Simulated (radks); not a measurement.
Results of a calculation; reference values are marked as such.
Species: Pt+. Configuration: [Xe] 4f14 5d9.

Level of theory: scalar-relativistic Kohn-Sham, r2SCAN, spin-polarised, spherical densities, finite nucleus; open shells are filled with parallel spins first (spin-orbit coupling, left out, can overturn this in heavy ions); meta-GGA in the generalised Kohn-Sham scheme; Fermi nuclear charge, rms radius 5.427 fm (a radial shooting solver on a logarithmic mesh with Libxc functionals).

Energy parts (eV):
total: -501000.49
kinetic: 558507.81
electron-nucleus: -1244180.66
Hartree: 194321.01
exchange-correlation: -9648.65

Orbitals (lengths in bohr, moments of r in powers of bohr):
orbital  occ.  eigenvalue (eV)      <r>
1s up       1        -78504.83  0.01715
1s down     1        -78504.83  0.01715
2s up       1        -13826.02  0.07235
2s down     1        -13825.93  0.07235
2p up       3        -11982.60  0.06523
2p down     3        -11982.52  0.06523
3s up       1        -3264.600   0.1869
3s down     1        -3264.587   0.1869
3p up       3        -2725.326   0.1880
3p down     3        -2725.306   0.1880
3d up       5        -2138.906   0.1705
3d down     5        -2138.848   0.1705
4s up       1        -714.1844   0.4150
4s down     1        -714.1052   0.4151
4p up       3        -536.5556   0.4416
4p down     3        -536.4874   0.4416
4d up       5        -319.5779   0.4681
4d down     5        -319.4962   0.4681
4f up       7         -78.9818   0.5164
4f down     7         -78.8585   0.5159
5s up       1        -112.2913   0.9577
5s down     1        -111.7297   0.9562
5p up       3         -66.1028    1.109
5p down     3         -65.3921    1.107
5d up       5         -14.7571    1.627
5d down     4         -13.9672    1.639

The highest occupied level is 5d down at -13.967 eV. Spin moment in Bohr magnetons: 1. Summed over all electrons, <r^2> = 48.50 bohr^2, which gives a Langevin (diamagnetic) susceptibility term of -38.4 x 10^-6 cm^3/mol. The density falls to 0.001 e/bohr^3 at r = 3.82 bohr. For comparison, the ionisation energy in NIST's Atomic Spectra Database is 18.6 eV (measured). In exact Kohn-Sham theory the highest level is minus the ionisation energy, but local and semilocal functionals leave it too shallow, through self-interaction and a potential that decays too fast; potentials with the right tail come closer.
